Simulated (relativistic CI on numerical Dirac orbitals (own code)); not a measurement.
# What each ingredient does to the levels of Pr

Base calculation: Dirac-Coulomb-Breit CI, separate exchange-only KLI orbitals for each configuration, model QED (radiative potential, 1s self-energy scaled to tabulated hydrogen-like ionisation energies), valence Slater integrals scaled by 0.85, P86 correlation energy added to each configuration.

Configuration list (outside the closed core [Xe]): 4f3 6s2, 4f2 6s2 5d, 4f2 6s 5d2, 4f3 6s 6p, 4f2 6s2 6p, 4f2 6s2 7p, 4f2 6s2 8s. Double excitations out of closed p, d and f shells are left out; levels of such configurations are missing from the list, as are those of other unlisted configurations, and high levels can miss mixing partners.

Variants: (1) self-excluded LDA correlation estimate; (2) valence Slater integrals scaled by 0.75; (3) non-relativistic limit. Shifts of the energy above 4f2 6s 5d2 6L_11/2, in cm⁻¹, for the lowest level and the first level of each name with at least 55 % of one term (blank where a level changes its place among those of its configuration and J or its character, or is not in the variant):

| Level | Base | Δ(1) | Δ(2) | Δ(3) |
| --- | --- | --- | --- | --- |
| 4f2 6s 5d2 6L_11/2 | 0.0 | 0.0 | 0.0 | 0.0 |
| 4f2 6s 5d2 6L_13/2 | 817.6 | -3.5 | +0.3 | -817.6 |
| 4f2 6s 5d2 6L_15/2 | 1790.1 | -5.1 | -1.5 | -1790.1 |
| 4f2 6s 5d2 6I_7/2 | 1859.9 | -5.3 | -129.9 | -434.7 |
| 4f2 6s2 5d 4K_11/2 | 2112.9 | +215.7 | -602.2 |  |
| 4f2 6s 5d2 6I_9/2 | 2431.6 | -3.5 | -133.8 | -1006.4 |
| 4f2 6s 5d2 6L_17/2 | 2915.0 | -5.7 | -3.5 | -2915.0 |
| 4f2 6s 5d2 6I_11/2 | 3108.1 | +1.1 | -196.3 | -1683.0 |
| 4f2 6s 5d2 6K_11/2 | 3416.4 | +11.1 |  | -1176.5 |
| 4f2 6s 5d2 6I_13/2 | 3946.0 |  | -266.3 | -2520.8 |
| 4f2 6s2 5d 2H_9/2 | 4015.5 |  |  |  |
| 4f2 6s2 5d 4I_11/2 | 4172.3 | +261.9 | -731.4 |  |
| 4f2 6s 5d2 6L_19/2 | 4199.1 | -5.8 | +0.9 | -4199.1 |
| 4f2 6s 5d2 6H_5/2 | 4625.8 | +7.6 | -403.9 | -1055.4 |

For a near-neutral ion this model can misplace configurations by up to about 10,000 cm⁻¹ (more where the count of f electrons changes) and terms by 10 to 25 % of their spread. Rates follow the energies as ν³ (E1, M1) or ν⁵ (E2), so they and the lifetimes can be off by large factors. The fine structure of a lone outer electron comes out too small, for d and f at times inverted, and misplaced configurations move strength between like terms. 9 of the 9 excited levels that our extract of the measured tables holds in this range could be paired (the sources list more); they are missed by 7927 cm⁻¹ on average and 14838 at most, and levels without a partner can miss by more. Some levels of the ground configuration have no partner and can miss by 10 % or more. The computed lowest level isn't the tabulated ground level, which NIST ASD gives as 4f3 6s2 4I°9/2.

Ionisation energy from the two ground configurations alone: base 5.002 eV; self-excluded LDA correlation estimate 5.127 eV; valence Slater integrals scaled by 0.75 5.015 eV. The NIST ASD value (semi-empirical) is 5.4702 eV. The gap of more than 2 % comes from missing correlation, or from a tabulated value that is itself an estimate.

LS names give the leading component of a level, which can be under half, so a name can repeat, a term be missing and a line seem to break the LS rules.
